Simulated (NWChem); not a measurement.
Species: CH3F3OSi; SMILES OC[Si](F)(F)F

```xyz
9

O      0.1922     2.3115    -0.0640
C     -0.8099     1.2914    -0.1353
Si    -0.0285    -0.4050    -0.0183
F      0.8244    -0.7886    -1.3094
F     -1.1151    -1.5555     0.2007
F      0.9641    -0.4169     1.2364
H      0.6008     2.2684     0.8150
H     -1.5894     1.4200     0.6330
H     -1.3060     1.4156    -1.1035
```
Atoms are numbered in this order, from 1.

Structure relaxed at the B3LYP/6-31G* (spherical d) level.

Question: Give the principal values of the shielding tensors (ppm) of O1, C2, Si3, F4, F5 from B3LYP/6-31G* (spherical d), GIAO (NWChem), with their diamagnetic and paramagnetic parts as GIAO splits them.

Answer: 
```tsv
atom	σ11	σ22	σ33	isotropic	diamagnetic	paramagnetic
O1	291.2	296.0	409.3	332.1	387.5	-55.4
C2	112.6	127.5	186.8	142.3	249.9	-107.6
Si3	433.4	471.4	485.2	463.3	879.1	-415.7
F4	276.9	297.1	419.4	331.1	469.3	-138.2
F5	271.1	297.1	412.1	326.8	469.9	-143.1
```
